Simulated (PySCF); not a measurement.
# Simulated absorption spectrum

Compound: C5H7FO2Si.
SMILES: `O=C=C(C=O)[C@H]([SiH3])CF`

Method: TDDFT wB97X-D/def2-SVPD, vertical, gas phase, core orbitals frozen in the response in PySCF. Geometry: GFN2-xTB, one conformer, isolated molecule. Torsions of this conformer, `[O:1]=[C:2]=[C:3]([CH:4]=[O:5])[C@H:6]([SiH3:7])[CH2:8][F:9]`: C2–C3–C4–O5 -179°, C2–C3–C6–Si7 89°, C3–C6–C8–F9 65°.

Each state is given a Gaussian of 0.3 eV full width at half maximum, with ε(max) = 2.175×10⁸ f / Δν̃ (Δν̃ the width in cm⁻¹). The cross-section is σ = 3.8235×10⁻²¹ ε cm², given in Mb (10⁻¹⁸ cm²). The width is an assumption, not a result. The curve ends short of the highest state used, and states not computed would add to its high-energy end.

E (eV), σ (Mb) and a bar:
```
     3.30       0.00 
     3.38       0.00 
     3.47       0.02 
     3.56       0.08 
     3.65       0.17 
     3.73       0.22 
     3.82       0.19 
     3.91       0.10 
     4.00       0.03 
     4.09       0.01 
     4.17       0.00 
     4.26       0.01 
     4.35       0.04 
     4.44       0.11 
     4.52       0.17 
     4.61       0.18 
     4.70       0.11 
     4.79       0.05 
     4.88       0.16 
     4.96       0.86 
     5.05       3.73 #
     5.14       9.88 ####
     5.23      15.90 ######
     5.32      15.53 ######
     5.40      10.01 ####
     5.49       3.81 ##
     5.58       0.88 
     5.67       0.13 
     5.75       0.09 
     5.84       0.80 
     5.93       5.29 ##
     6.02      21.30 ########
     6.11      52.05 #####################
     6.19      75.73 ##############################
     6.28      72.09 #############################
     6.37      41.66 #################
     6.46      14.64 ######
     6.55       3.28 #
     6.63       1.04 
     6.72       1.29 #
     6.81       2.08 #
     6.90       2.99 #
     6.98       3.95 ##
     7.07       4.38 ##
```

Question: Where are the band maxima, and which computed states make them?

Answer: 331 nm (3.75 eV), ε about 58, made up of S1 (100%); 271 nm (4.57 eV), ε about 49, made up of S2 (100%); 235 nm (5.27 eV), ε about 4400, made up of S3 (100%); 199 nm (6.23 eV), ε about 21000, made up of S4 (100%); 176 nm (7.05 eV), ε about 1200, made up of S6 (93%) (ε in L mol⁻¹ cm⁻¹; maxima over ε = 5, shares over 10%). The states used: S1 3.75 eV (f 0.0006); S2 4.57 eV (f 0.0005); S3 5.27 eV (f 0.049); S4 6.23 eV (f 0.229); S5 6.82 eV (f 0.0046); S6 7.07 eV (f 0.012); S7 7.63 eV (f 0.083); S8 7.67 eV (f 0.016).

Question: What would ε be at 6.23 eV, the highest of these maxima, with half the width (0.15 eV)?

Answer: About 41200 L mol⁻¹ cm⁻¹ against 20600, a factor of about 2.00; a lone state at its own centre would give exactly 2.

Question: Coming from long wavelengths, where does ε first pass 100 L mol⁻¹ cm⁻¹?

Answer: At about 252 nm (4.92 eV), 1.18 eV above S1.

Question: On this curve, what absorbance would a 10⁻⁴ mol/L sample give at 254 nm over a 1 cm path?

Answer: 254 nm is 4.881 eV, where ε is about 43 L mol⁻¹ cm⁻¹, so A = ε c l ≈ 0.0043 (Beer–Lambert, with the gas-phase spectrum and the assumed width).
